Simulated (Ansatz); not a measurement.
The first iterations of a band of C2H2ClSi (6 atoms, charge 0, multiplicity 2).

Computed with UKS PBE/def2-SVP in Ansatz 0.2.0.

- movable images: 5
- climbing image: yes
- spring: 5.0 eV/Å²
- optimiser: lbfgs
- start path: IDPP
- force threshold: 0.05 eV/Å
- iteration limit: 60
- end points: relaxed
- largest step: 0.02 Å

Image 0:

```xyz
6
Properties=species:S:1:pos:R:3
Si -0.552 1.284 -1.394
C -0.080 0.289 -0.047
C 0.575 -0.547 0.756
Cl 1.680 -1.799 0.224
H -2.078 1.317 -1.395
H 0.454 -0.544 1.855
```

Image 6:

```xyz
6
Properties=species:S:1:pos:R:3
Si -1.905 0.479 -0.377
C -0.276 -0.037 -0.062
C 0.831 -0.420 0.571
Cl 2.150 -1.241 -0.238
H -1.844 1.470 -1.536
H 1.044 -0.250 1.642
```

| iteration | highest image above the first end (eV) | largest band force component (eV/Å) |
| --- | --- | --- |
| 1 | 0.969 | 1.116 |
| 2 | 0.938 | 0.755 |
| 3 | 0.902 | 0.618 |
| 4 | 0.868 | 0.763 |
| 5 | 0.849 | 0.697 |
| 6 | 0.819 | 0.806 |
| 7 | 0.801 | 0.836 |
| 8 | 0.784 | 0.674 |
| 9 | 0.768 | 0.628 |
| 10 | 0.740 | 0.604 |
| 11 | 0.713 | 0.608 |
| 12 | 0.698 | 0.566 |
| 13 | 0.673 | 0.573 |
| 14 | 0.659 | 0.577 |
| 15 | 0.646 | 0.525 |
| 16 | 0.633 | 0.510 |
| 17 | 0.608 | 1.019 |
| 18 | 0.633 | 0.992 |
| 19 | 0.658 | 0.957 |
| 20 | 0.680 | 0.906 |

Problem. Does the band converge within its limit, and where does its top end?

Solution. It did not converge within its limit. It ended after 60 iterations with the highest image 0.672 eV above the first end. The band didn't meet its force threshold, so its energies are provisional: the largest band force was still 0.20 eV/Å, and over the last iterations the top stayed at 0.67 eV.

Time of the run: 7.4 min on 2 threads of Arm Neoverse V1, with other jobs on the host, peak memory 0.15 GiB.
